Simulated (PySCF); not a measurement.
**Radial density of Rb²⁺ (rubidium, charge +2)**

B3LYP, [Ar] 3d10 4s2 4p5, 2P determinant. Computed with PySCF 2.14 in def2-SVP with the def2 core potential (28 electrons) (5s3p2d, 24 functions), with a scalar-relativistic core potential. This is the valence pseudo-density: the core potential removes the inner electrons and smooths the orbitals near the nucleus.

```tsv
r (bohr)	4πr²ρ (e/bohr)	4πr²(ρα − ρβ)
0.0405	2.318e-05	0.0000
0.0681	6.942e-05	0.0000
0.115	0.0002321	0.0000
0.193	0.001058	0.0001
0.324	0.009707	0.0012
0.545	0.2135	0.0256
0.917	3.014	0.3795
1.54	5.216	0.7587
2.59	0.9506	0.1487
4.36	0.01138	0.0010
7.34	1.032e-05	0.0000
```

Energies and moments cover only the electrons outside the core potential.
